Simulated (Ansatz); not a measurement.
Program: Ansatz. Geometries: PBE0-D4/def2-TZVP. ΔE: electronic, gas phase. CCSD(T)/CBS adds triple-zeta CCSD(T) − MP2 to the extrapolated MP2 energy (def2 sets, frozen cores). DFT in def2-TZVPP. B3LYP here is the variant with VWN-RPA as its local correlation; programs differ in this. Elements past krypton have def2 core potentials. For Ge, I outer-core shells are correlated without core-valence functions, which leaves a few kJ/mol of doubt a bond. Scalar relativity is left out up to krypton. Each species was taken in one conformer, which may not be the lowest.

Consider the ligand exchange at a Ge–I bond: `[F][GeH2][I]` + silanol → `[F][GeH2][O][SiH3]` + HI.

Question: Is it downhill or uphill in electronic energy at CCSD(T)/CBS, and by how much? (Best estimate.)

Answer: Computed: Uphill: ΔE = +6.5 kcal/mol.

Question: What do these levels give: LDA (SPW92), r2SCANh-D4, r2SCAN0-D4, PBE0, B3LYP, CCSD(T)/def2-SVP? (An estimate is asked.)

Answer: The calculation gave: LDA (SPW92) 8.1, r2SCANh-D4 7.5, r2SCAN0-D4 7.6, PBE0 9.0, B3LYP 7.1, CCSD(T)/def2-SVP 2.1 kcal/mol.

Largest T1 diagnostic among the species: 0.012.

At CCSD(T), def2-SVP lies −4.4 kcal/mol from the extrapolated value and def2-TZVPP −2.1 kcal/mol. Leaving LDA and LC-ωPBE aside and taking each functional with its dispersion term where it has one, the values, not all of them listed here, spread over 4.1 kcal/mol, from CAM-B3LYP-D4 to PBE-D4. LDA lies −1.3 kcal/mol from PBE without D4.
